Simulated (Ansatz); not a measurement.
`[OH][GeH]([F])[SH]` + H–F → `[OH][GeH]([F])[F]` + H₂S at 400 K and 1 bar (ligand exchange at a Ge–S bond).

Calculated with Ansatz (gas phase, PBE0-D4/def2-TZVP geometries, no zero-point term in ΔE). CBS: MP2 limit from def2 TZ/QZ plus the TZ coupled-cluster correction, frozen cores. This one scheme is used for every species. For Ge outer-core shells are correlated without core-valence functions, which leaves a few kJ/mol of doubt a bond. Scalar relativity is left out up to krypton. Each species was taken in one conformer, which may not be the lowest.

```tsv
species	CCSD(T)/CBS energy (Eh)	H − E (kJ/mol)	S (J/(mol·K))
`[OH][GeH]([F])[SH]`	-2650.74902	118.6	366.2
H–F	-100.39570	36.5	182.2
`[OH][GeH]([F])[F]`	-2352.17909	95.4	339.5
H₂S	-398.97279	53.4	215.9
```

H − E and S are ideal-gas, rigid-rotor, harmonic terms from PBE0-D4/def2-TZVP, for one conformer and one mirror image of each species. 1 Eh = 2625.50 kJ/mol, R = 8.31446 J/(mol·K).

By hand: ΔE, ΔH, ΔS and ΔG.

ΔE = (-2352.17909) + (-398.97279) − (-2650.74902) − (-100.39570) = -0.00716 Eh = -18.8 kJ/mol. Δ(H − E) = 95.4 + 53.4 − 118.6 − 36.5 = -6.3, so ΔH = -25.1 kJ/mol. ΔS = 339.5 + 215.9 − 366.2 − 182.2 = 7.0 J/(mol·K). ΔG = -25.1 − 400 × (7.0)/1000 = -27.9 kJ/mol.

By hand: the equilibrium constant, and the temperature at which ΔG would vanish if ΔH and ΔS stayed fixed.

log₁₀ K = −ΔG/(RT ln 10) = 3.6. ΔH and −TΔS have one sign here, so there is no such temperature.

The number of gas molecules stays the same, so ΔS is small and ΔH decides. A doubt of 5 kJ/mol in ΔE shifts log₁₀ K by 0.7 here. Other conformers and mirror images would add mixing entropy, several J/(mol·K) or more a flexible species. These are equilibria of isolated gas molecules and say nothing of rates. Largest T1 diagnostic: 0.012 (customary marks: 0.02 for closed shells, 0.045 for open ones).

ΔS is within the doubt of such terms, so its sign, and with it that verdict, could turn.
